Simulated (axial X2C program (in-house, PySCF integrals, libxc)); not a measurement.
# TaO with a deliberately poor setting

Computed with an in-house all-electron X2C program for linear molecules (integrals from PySCF).

Input:
```json
{"zs": [73, 8], "q": 0, "bas": ["dyall-v3z", "dyall-v3z"], "levels": ["PBE0", "HF", "M06", "BP86"], "cc": false, "r0": 1.83, "npts": 10, "nst": 2, "ntry": 6, "opt": {"auxb": 4.0}}
```
```bash
python so2c.py task.json out
```

Keys: zs atomic numbers; q charge; bas basis sets; levels methods; cc coupled cluster on or off; r0 starting distance in Å; npts points on the curve; nst determinants followed; ntry starts of the search; auxb ratio of fitting exponents. HF also brings MP2.

Q: One numerical setting was spoiled on purpose. Which, and what came out?

A: Density fitting set too sparse. States: spin-free M_S = 3/2, Λ = 0; 2c Ω = 3/2. The apparent results, which are not to be taken for properties of TaO:

```json
{"Hamiltonian": "spin-free", "level": "PBE0", "points converged": "10 of 10", "Re (Å)": "1.719", "ωe (cm⁻¹)": "1046", "De (eV)": "6.64", "curve-fit residual (μEh)": "0.34"}
{"Hamiltonian": "spin-free", "level": "HF", "points converged": "9 of 10", "Re (Å)": "1.704", "ωe (cm⁻¹)": "1073", "De (eV)": "3.07", "curve-fit residual (μEh)": "0.99"}
{"Hamiltonian": "spin-free", "level": "MP2", "points converged": "9 of 10", "Re (Å)": "1.707", "ωe (cm⁻¹)": "1084", "De (eV)": "7.93", "curve-fit residual (μEh)": "83"}
{"Hamiltonian": "spin-free", "level": "M06", "points converged": "10 of 10", "Re (Å)": "1.722", "ωe (cm⁻¹)": "1047", "De (eV)": "6.89", "curve-fit residual (μEh)": "1"}
{"Hamiltonian": "spin-free", "level": "BP86", "points converged": "10 of 10", "Re (Å)": "1.741", "ωe (cm⁻¹)": "1001", "De (eV)": "7.46", "curve-fit residual (μEh)": "0.25"}
{"Hamiltonian": "2c", "level": "PBE0", "points converged": "10 of 10", "Re (Å)": "1.719", "ωe (cm⁻¹)": "1045", "De (eV)": "6.52", "curve-fit residual (μEh)": "0.34"}
{"Hamiltonian": "2c", "level": "HF", "points converged": "9 of 10", "Re (Å)": "1.704", "ωe (cm⁻¹)": "1070", "De (eV)": "2.95", "curve-fit residual (μEh)": "6.6"}
{"Hamiltonian": "2c", "level": "MP2", "points converged": "9 of 10", "Re (Å)": "1.707", "ωe (cm⁻¹)": "1085", "De (eV)": "7.68", "curve-fit residual (μEh)": "72"}
{"Hamiltonian": "2c", "level": "M06", "points converged": "10 of 10", "Re (Å)": "1.722", "ωe (cm⁻¹)": "1045", "De (eV)": "6.75", "curve-fit residual (μEh)": "1"}
{"Hamiltonian": "2c", "level": "BP86", "points converged": "10 of 10", "Re (Å)": "1.741", "ωe (cm⁻¹)": "999", "De (eV)": "7.33", "curve-fit residual (μEh)": "0.28"}
```
